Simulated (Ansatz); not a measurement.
`B[NH][GeH]([CH3])[F]` + `CC[O][GeH3]` → `CC[O][GeH]([CH3])[F]` + `B[NH][GeH3]`  (redistribution)

Program: Ansatz. Geometries: PBE0-D4/def2-TZVP. ΔE: electronic, gas phase. CCSD(T)/CBS adds triple-zeta CCSD(T) − MP2 to the extrapolated MP2 energy (def2 sets, frozen cores). Functionals use def2-TZVPP. For Ge outer-core shells are correlated without core-valence functions, which leaves a few kJ/mol of doubt a bond. Scalar relativity is left out up to krypton. Each species was taken in one conformer, which may not be the lowest.

```tsv
species	ωB97M-V energy (Eh)
`B[NH][GeH]([CH3])[F]`	-2298.74799
`CC[O][GeH3]`	-2233.11814
`CC[O][GeH]([CH3])[F]`	-2371.76317
`B[NH][GeH3]`	-2160.10578
```

Question: Work out ΔE.

Answer: ΔE = (-2371.76317) + (-2160.10578) − (-2298.74799) − (-2233.11814) = -0.00282 Eh = -7.4 kJ/mol. CCSD(T)/CBS gives -7.9 kJ/mol.

Largest T1 diagnostic among the species: 0.013.
